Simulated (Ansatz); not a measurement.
CBCl$_{2}$F$_{3}$O (`FC(F)(F)OB(Cl)Cl`), relaxed with RKS PBE-D4/def2-SVP in the Gaussian-basis code of Ansatz from a rough embedded geometry. The force threshold is 0.03 eV/Å; the program also tests the step.

Total charge 0; spin multiplicity 1.

Start:

```xyz
8

F    -1.514    0.166   -0.964
C    -0.175   -0.339   -0.998
F    -0.164   -1.352   -1.898
F     0.691    0.585   -1.518
O     0.250   -0.845    0.234
B     0.280    0.207    1.260
Cl    1.823    1.117    1.572
Cl   -1.191    0.461    2.312
```

| step | energy (eV) | largest force (eV/Å) | largest move (Å) |
| --- | --- | --- | --- |
| 1 | -36920.6377 | 2.397 | 0.000 |
| 2 | -36921.0454 | 1.220 | 0.071 |
| 3 | -36921.1695 | 0.438 | 0.120 |
| 4 | -36921.1893 | 0.188 | 0.023 |
| 5 | -36921.1965 | 0.138 | 0.030 |
| 6 | -36921.2012 | 0.128 | 0.044 |
| 7 | -36921.2016 | 0.126 | 0.019 |
| 8 | -36921.2030 | 0.122 | 0.042 |
| 9 | -36921.2098 | 0.181 | 0.080 |
| 10 | -36921.2488 | 0.181 | 0.200 |
| 11 | -36921.2926 | 0.187 | 0.179 |
| 12 | -36921.3259 | 0.501 | 0.195 |
| 13 | -36921.3757 | 0.255 | 0.200 |
| 14 | -36921.4091 | 0.122 | 0.200 |
| 15 | -36921.4308 | 0.195 | 0.200 |
| 16 (rejected) | -36921.4239 | 0.806 | 0.057 |
| 17 | -36921.4333 | 0.062 | 0.028 |
| 18 | -36921.4357 | 0.020 | 0.066 |
| 19 | -36921.4358 | 0.060 | 0.039 |
| 20 (rejected) | -36921.4355 | 0.073 | 0.011 |
| 21 | -36921.4360 | 0.001 | 0.004 |

End:

```xyz
8

F    -0.745    0.790   -1.456
C    -0.110   -0.327   -1.065
F    -0.603   -1.362   -1.748
F     1.196   -0.203   -1.353
O    -0.307   -0.573    0.272
B     0.052    0.241    1.321
Cl    0.851    1.787    1.106
Cl   -0.335   -0.354    2.923
```

It took 35 s on 4 threads of an Arm Neoverse V1 on a shared host, with 0.18 GiB of host memory at the peak.
